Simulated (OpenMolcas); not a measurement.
Pt6+ (d4) among equal point charges was computed by CASSCF with the d shell active (OpenMolcas, ANO-RCC-VDZP on the metal). Its lowest spin-free states, and all those of the highest spin:

```json
{"2S+1": "5", "Degeneracy": "3", "E (cm-1)": "0.0"}
{"2S+1": "5", "Degeneracy": "2", "E (cm-1)": "4210"}
{"2S+1": "3", "Degeneracy": "3", "E (cm-1)": "18362"}
{"2S+1": "3", "Degeneracy": "3", "E (cm-1)": "20242"}
{"2S+1": "3", "Degeneracy": "3", "E (cm-1)": "21827"}
{"2S+1": "3", "Degeneracy": "2", "E (cm-1)": "23662"}
{"2S+1": "3", "Degeneracy": "3", "E (cm-1)": "24230"}
{"2S+1": "3", "Degeneracy": "3", "E (cm-1)": "24722"}
{"2S+1": "1", "Degeneracy": "1", "E (cm-1)": "24991"}
{"2S+1": "3", "Degeneracy": "3", "E (cm-1)": "27196"}
{"2S+1": "3", "Degeneracy": "3", "E (cm-1)": "27327"}
{"2S+1": "3", "Degeneracy": "1", "E (cm-1)": "27370"}
```

Is the site octahedral, tetrahedral or cube-like, axial, or of lower symmetry?

The states with 2S+1 = 5 have orbital degeneracies 3, 2. Threefold states need a cubic site. For d4 at this spin an octahedron puts the twofold E below the threefold T2 and a tetrahedron or cube puts the threefold T2 below the twofold E, so the site is a tetrahedron or a cube, which this pattern cannot tell apart. The first gap at this spin, 4210 cm-1, is |10Dq| in ligand-field theory. The run had Pt6+ among 8 point charges of -1.2 e arranged as a cube (Oh), 1.91 Å from the ion.

Spin-orbit coupling mixes the spin-free states strongly: the lowest level takes only 41 % from its leading state, 5T2. Without dynamic correlation the repulsion within the d shell is too large (B by tens of per cent), so at a given field states of lower spin stand too high. Point charges give a weaker field than real ligands, and real ions of this kind are as a rule low spin; the high spin found here belongs to the model. The ground term spreads over less than 5000 cm-1, several times less than with real ligands, so orbital moments are less quenched and χT lies further from the spin-only value than at real sites. Point charges carry no covalency, so the field is a model and not that of real ligands. No measured value stands beside these numbers.
